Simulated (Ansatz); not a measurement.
Potential energy curve for Be₂, singlet.

Computed with full CI/cc-pVDZ, frozen core (Ansatz, a quantum-chemistry and plane-wave program).

Question: Relative to R = 2.61 Å, what are the energies at R = 1.89, 2.04, 2.13, 2.25 Å?

Answer: 0.691 eV at 1.89 Å, 0.307 eV at 2.04 Å, 0.174 eV at 2.13 Å, 0.070 eV at 2.25 Å.

Also computed but left out beside FCI, since their determinant holds another spin at the minimum (<S²> over 0.7 above the pure value): UHF, UMP2, UCCSDT, UCCSDT(Q), UHF/6-31G*, UHF/STO-3G.
